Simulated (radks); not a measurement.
Results of a calculation; reference values are marked as such.
Valence configurations of Yb2+ (all share [Xe]). Level of theory: scalar-relativistic Kohn-Sham, PBE, spin-polarised, spherical densities, point nucleus; open shells are filled with parallel spins first (spin-orbit coupling, left out, can overturn this in heavy ions) (a radial shooting solver on a logarithmic mesh with Libxc functionals). Energies are relative to 4f14; eigenvalues in eV for spin up.

valence       E (eV)  moment (Bohr magnetons)    e(4f)    e(5d)    e(6p)    e(6s)
4f14           0.000                        0  -17.634        -        -        -
4f13.5 5d0.5   2.591                        1  -21.003  -14.460        -        -
4f13 6s1       5.304                        2  -27.174        -        -  -17.821
4f13 5d1       6.180                        2  -24.586  -15.471        -        -
4f12 5d2      16.753                        4  -32.307  -17.416        -        -
4f12 6s2      18.493                        2  -38.193        -        -  -19.475
4f12 5d1 6p1  22.573                        4  -36.514  -20.228  -13.869        -
4f12 6s1 6p1  23.506                        4  -39.479        -  -14.887  -20.850
4f11 5d2 6p1  39.696                        6  -45.076  -22.252  -14.333        -
4f11 5d1 6p2  48.239                        6  -49.565  -25.140  -15.973        -

NIST lists [Xe] 4f14 as the ground configuration; this level of theory agrees among the configurations tried. The energies are those of spherical high-spin densities, not of single terms.
